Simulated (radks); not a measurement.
Results of a calculation; reference values are marked as such.
Orbital eigenvalues (eV) of the aluminium ion Al2+, [Ne] 3s1, at several levels of relativity; Dirac values are averaged over j with weights 2j + 1. Spin-unpolarised spherical Kohn-Sham, PBE, point nucleus unless stated (finite: rms radius 3.061 fm), a radial shooting solver on a logarithmic mesh with Libxc functionals. A level marked "c x" has the speed of light scaled by that factor.

shell,non-rel.,scalar-rel.,Dirac,"Dirac, c x 0.85","change of magnitude, last against first (%)"
1s,-1528.8,-1532.3,-1532.2,-1533.5,+0.31
2s,-128.30,-128.77,-128.76,-128.94,+0.50
2p,-90.283,-90.261,-90.253,-90.241,-0.05
3s,-23.705,-23.748,-23.747,-23.764,+0.25
3p (empty),-17.207,-17.203,-17.203,-17.201,-0.04
